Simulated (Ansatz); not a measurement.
Reaction (formal exchange of groups at the Sn–S bond): `C[S][SnH2][S]C` + CH₄ → `C[S][SnH2][CH3]` + CH₃SH

Gas-phase electronic energies from Ansatz, PBE0-D4/def2-TZVP geometries. CBS: MP2 limit from def2 TZ/QZ plus the TZ coupled-cluster correction, frozen cores. This one scheme is used for every species. DFT in def2-TZVPP. B3LYP here is the variant with VWN-RPA as its local correlation; programs differ in this. def2 core potentials past Kr. For Sn outer-core shells are correlated without core-valence functions, which leaves a few kJ/mol of doubt a bond. One conformer a species, not always the lowest.

| level | ΔE (kJ/mol) |
| --- | --- |
| PBE0-D4 | 85.8 |
| B3LYP-D4 | 87.7 |
| ωB97M-V | 81.0 |
| PBE0 | 80.7 |
| MP2/def2-TZVPP | 81.9 |
| HF/def2-QZVPP | 75.9 |
| SCS-MP2/def2-QZVPP | 81.5 |
| HF/CBS(def2) | 75.8 |

What does CCSD(T)/CBS give? (An estimate is asked.)

Computed: +82.9 kJ/mol. The listed levels differ from it by 2.9, 4.8, -1.9, -2.2, -1.0, -7.0, -1.4, -7.1 kJ/mol.

Largest T1 diagnostic among the species: 0.012.

The D4 term adds +8.6 kJ/mol with B3LYP and +5.0 kJ/mol with PBE0; it sums over pairs of atoms, weighted by their polarisabilities, and B3LYP, whose exchange is more repulsive, gets the larger term.
